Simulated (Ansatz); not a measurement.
System: GeN2H5, charge 0, doublet. GeN2H5 (SMILES [NH2][GeH][NH2], doublet).
B3LYP-D3(BJ)/def2-TZVP minimum from Ansatz (an electronic-structure program):
```
Ge
N 1 1.8516
H 2 1.0110 1 116.89
H 2 1.0117 3 109.89 1 -133.77
N 1 1.8567 2 100.78 3 174.82
H 5 1.0102 1 115.66 2 178.60
H 5 1.0131 6 109.76 1 -131.29
H 1 1.5777 2 103.96 3 54.97
```
Charge 0, spin multiplicity 2.

Atomisation energy term by term, kcal/mol (programs: Ansatz). Radicals and triplets start from unrestricted determinants; spin-orbit coupling is neglected. Cores are frozen in correlated methods (noble-gas shells, and filled d and f shells in the p block). No relativity. CBS(X,Y): correlation extrapolated as X^-3, Hartree-Fock from the larger set. A bracket is a step between two methods taken in the basis named. For partners of very few electrons the exact lower level stands in for a higher one.

```
term                               basis  kcal/mol
------------------  --------------------  --------
Hartree-Fock                     cc-pVQZ    374.91
CCSD correlation    CBS(cc-pVTZ,cc-pVQZ)    190.91
(T)                 CBS(cc-pVTZ,cc-pVQZ)     11.17
CCSDT(Q) - CCSD(T)               cc-pVDZ      0.94
sum: De                                      577.9
```
